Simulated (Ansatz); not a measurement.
Reaction (ligand exchange at the Si–S bond): `[SiH3]S` + `C[Si](O)(O)Br` → `C[Si](O)(Br)O[SiH3]` + H₂S

Calculated with Ansatz (gas phase, PBE0-D4/def2-TZVP geometries, no zero-point term in ΔE). CCSD(T)/CBS adds triple-zeta CCSD(T) − MP2 to the extrapolated MP2 energy (def2 sets, frozen cores). This one scheme is used for every species. For Br outer-core shells are correlated without core-valence functions, which leaves a few kJ/mol of doubt a bond. Scalar relativity is left out up to krypton. One conformer a species, not always the lowest.

| species | HF/CBS(def2) energy (Eh) |
| --- | --- |
| `[SiH3]S` | -688.86195 |
| `C[Si](O)(O)Br` | -3052.21500 |
| `C[Si](O)(Br)O[SiH3]` | -3342.38132 |
| H₂S | -398.72106 |

**Question.** Work out ΔE.

**Answer.** ΔE = (-3342.38132) + (-398.72106) − (-688.86195) − (-3052.21500) = -0.02543 Eh = -0.69 eV. CCSD(T)/CBS gives -0.54 eV.

Largest T1 diagnostic among the species: 0.011.

In def2-TZVPP, CCSD(T) changes the Hartree–Fock value by +0.11 eV (the triples alone add +0.02 eV) and MP2 by +0.13 eV. The D4 term adds −0.07 eV with B3LYP and −0.04 eV with PBE0; it sums over pairs of atoms, weighted by their polarisabilities, and B3LYP, whose exchange is more repulsive, gets the larger term.

B3LYP here is the variant with VWN-RPA as its local correlation; programs differ in this.
